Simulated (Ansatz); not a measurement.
Reaction (substitution at a C–O bond): `CC(O)(Cl)I` + H–F → `CC(F)(Cl)I` + H₂O

Calculated with Ansatz (gas phase, PBE0-D4/def2-TZVP geometries, no zero-point term in ΔE). CBS: MP2 limit from def2 TZ/QZ plus the TZ coupled-cluster correction, frozen cores. This one scheme is used for every species. Functionals use def2-TZVPP. def2 core potentials past Kr. For I outer-core shells are correlated without core-valence functions, which leaves a few kJ/mol of doubt a bond. One conformer a species, not always the lowest.

```json
{"level": "B97M-V", "ΔE (kJ/mol)": "12.6"}
{"level": "BHLYP-D4", "ΔE (kJ/mol)": "16.0"}
{"level": "r2SCAN", "ΔE (kJ/mol)": "16.0"}
{"level": "BHLYP", "ΔE (kJ/mol)": "12.6"}
{"level": "CAM-B3LYP", "ΔE (kJ/mol)": "10.8"}
{"level": "LC-ωPBE", "ΔE (kJ/mol)": "12.0"}
{"level": "RPA@PBE/def2-TZVPP", "ΔE (kJ/mol)": "16.5"}
{"level": "MP2/def2-QZVPP", "ΔE (kJ/mol)": "26.0"}
```

**Question.** What does CCSD(T)/CBS give? (An estimate is asked.)

**Answer.** The calculation gave: +20.1 kJ/mol. The listed levels differ from it by -7.5, -4.1, -4.1, -7.5, -9.3, -8.1, -3.6, 5.9 kJ/mol.

Largest T1 diagnostic among the species: 0.010.

The D4 term adds +4.4 kJ/mol with B3LYP and +2.3 kJ/mol with PBE0; it sums over pairs of atoms, weighted by their polarisabilities, and B3LYP, whose exchange is more repulsive, gets the larger term. In def2-TZVPP, CCSD(T) changes the Hartree–Fock value by +9.6 kJ/mol (the triples alone add +2.2 kJ/mol) and MP2 by +15.8 kJ/mol. Leaving LDA and LC-ωPBE aside and taking each functional with its dispersion term where it has one, the values, not all of them listed here, spread over 8.7 kJ/mol, from B97M-V to revPBE-D4. LDA lies +6.0 kJ/mol from PBE without D4.

CCSD(T)/CBS has its own doubt, a few kJ/mol and more with outer-core shells, so smaller differences from it don't rank the levels.

B3LYP here is the variant with VWN-RPA as its local correlation; programs differ in this.
